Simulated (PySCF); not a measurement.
**Correlation energy of Al⁺ (aluminium, charge +1)**

[Ne] 3s2, closed-shell 1S. Calculation: PySCF 2.14, in x2c-TZVPall (5s5p2d1f, 37 functions); the spin-free X2C one-electron Hamiltonian (Gaussian nucleus). Frozen: [Ne]; 2 electrons correlated.

Total MP2 correlation energy: -27.12 mhartree.

Same-spin part 0.00 and opposite-spin part -27.12 mhartree; SCS-MP2 scales them by 1/3 and 6/5 to -32.54 mhartree.

With two correlated electrons CCSD is exact within the correlated space (frozen core and kept virtual orbitals).

| level | correlation energy (mhartree) |
| --- | --- |
| CCSD | -39.10 |

Diagnostics: T1 = 0.0081, D1 = 0.0115, largest double amplitude 0.111.

Question: Is a single reference adequate?

Answer: Mostly. T1 lies below 0.03, but a double amplitude of this size points to a near-degeneracy that CCSD handles and MP2 describes poorly.
